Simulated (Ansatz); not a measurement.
One change: `[NH2][W]([NH2])(=[S])=[S]` becomes `[NH2][W]([OH])(=[S])=[S]`.

Ansatz, PBE0-D4/def2-TZVP geometries, multiplicity 1. Each molecule was computed in one conformer, which needn't be the lowest.

Elements past krypton have def2 core potentials.

| property | `[NH2][W]([NH2])(=[S])=[S]` |
| --- | --- |
| LUMO energy (PBE/def2-TZVPP) / eV | -3.11 |
| HOMO energy (PBE0/def2-TZVPP) / eV | -7.06 |
| HOMO–LUMO gap (ωB97M-V/def2-TZVPP) / eV | 8.60 |
| HOMO energy (ωB97M-V/def2-TZVPP) / eV | -9.06 |
| HOMO–LUMO gap (PBE0/def2-TZVPP) / eV | 4.62 |
| LUMO energy (B3LYP/def2-TZVPP) / eV | -2.58 |

(1) Give the same properties after the change, and the shifts. (Best estimate.)

Answers

(1) Computed: 
```
                               property  `[NH2][W]([OH])(=[S])=[S]`  shift
      LUMO energy (PBE/def2-TZVPP) / eV                       -3.22  -0.11
     HOMO energy (PBE0/def2-TZVPP) / eV                       -7.15  -0.09
HOMO–LUMO gap (ωB97M-V/def2-TZVPP) / eV                        8.56  -0.04
  HOMO energy (ωB97M-V/def2-TZVPP) / eV                       -9.13  -0.07
   HOMO–LUMO gap (PBE0/def2-TZVPP) / eV                        4.59  -0.03
    LUMO energy (B3LYP/def2-TZVPP) / eV                       -2.71  -0.13
```

The zero-point energy changes by -31.4 kJ/mol with -3 modes.

B3LYP here is the variant with VWN-RPA as its local correlation; programs differ in this.
